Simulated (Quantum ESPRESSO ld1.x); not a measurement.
The praseodymium ion Pr+, 58 electrons, occupied as [Kr] 4d10 4f3 5s2 5p5 6s1 7s1 (not the ground configuration). Method: scalar-relativistic Kohn-Sham, LDA (Slater exchange, VWN5 correlation), spin-polarised, spherical densities, point nucleus; open shells are filled with parallel spins first; computed with ld1.x of Quantum ESPRESSO 7.5.

Normalised radial functions P(r) = r R(r), r in bohr:

r,5s down,6s up,6s down
0.001626,0.0534,0.0218,0.0212
0.001908,0.0606,0.0247,0.0240
0.002257,0.0689,0.0281,0.0273
0.002649,0.0776,0.0316,0.0308
0.003109,0.0869,0.0354,0.0345
0.003648,0.0968,0.0394,0.0384
0.004316,0.1076,0.0438,0.0427
0.005064,0.1180,0.0481,0.0468
0.005943,0.1281,0.0522,0.0508
0.00703,0.1377,0.0561,0.0546
0.00825,0.1451,0.0591,0.0575
0.009682,0.1499,0.0610,0.0594
0.01136,0.1508,0.0614,0.0598
0.01344,0.1461,0.0595,0.0579
0.01577,0.1347,0.0548,0.0534
0.01851,0.1149,0.0468,0.0455
0.02172,0.0856,0.0348,0.0339
0.02569,0.0437,0.0178,0.0173
0.03015,-0.0061,-0.0025,-0.0024
0.03538,-0.0634,-0.0259,-0.0252
0.04152,-0.1240,-0.0505,-0.0492
0.04912,-0.1832,-0.0747,-0.0727
0.05764,-0.2255,-0.0919,-0.0894
0.06764,-0.2425,-0.0987,-0.0961
0.08002,-0.2214,-0.0900,-0.0876
0.0939,-0.1568,-0.0635,-0.0618
0.1102,-0.0500,-0.0199,-0.0194
0.1293,0.0856,0.0354,0.0345
0.153,0.2296,0.0940,0.0915
0.1795,0.3289,0.1340,0.1304
0.2107,0.3513,0.1423,0.1385
0.2472,0.2707,0.1083,0.1053
0.2924,0.0782,0.0285,0.0277
0.3432,-0.1656,-0.0712,-0.0694
0.4027,-0.3929,-0.1624,-0.1581
0.4764,-0.5204,-0.2093,-0.2037
0.559,-0.4711,-0.1806,-0.1759
0.656,-0.2455,-0.0782,-0.0764
0.7699,0.1039,0.0715,0.0691
0.9107,0.5001,0.2277,0.2212
1.069,0.8009,0.3211,0.3130
1.254,0.9564,0.3210,0.3148
1.472,0.9488,0.2152,0.2149
1.741,0.8004,0.0120,0.0202
2.043,0.5897,-0.2216,-0.2061
2.398,0.3774,-0.4360,-0.4166
2.814,0.2080,-0.5809,-0.5621
3.328,0.0934,-0.6266,-0.6148
3.906,0.0361,-0.5698,-0.5701
4.583,0.0114,-0.4465,-0.4590
5.422,0.0026,-0.2962,-0.3149
6.363,0.0005,-0.1724,-0.1899
7.467,0.0001,-0.0849,-0.0976
8.762,0.0000,-0.0343,-0.0417
10.37,0.0000,-0.0103,-0.0135
12.16,0.0000,-0.0024,-0.0035
14.27,0.0000,-0.0004,-0.0007
16.75,0.0000,0.0000,-0.0001
19.82,0.0000,0.0000,0.0000
23.25,0.0000,0.0000,0.0000

5s down: eigenvalue -51.061 eV, 4 radial nodes at r = 0.0296, 0.117, 0.308, 0.737 bohr, <r> = 1.49 bohr, 90 % of the charge inside 2.14 bohr. 6s up: eigenvalue -12.059 eV, 5 radial nodes at r = 0.0296, 0.117, 0.307, 0.716, 1.76 bohr, <r> = 3.61 bohr, 90 % of the charge inside 5.16 bohr. 6s down (empty): eigenvalue -10.832 eV, 5 radial nodes at r = 0.0296, 0.117, 0.307, 0.716, 1.77 bohr, <r> = 3.70 bohr, 90 % of the charge inside 5.32 bohr.
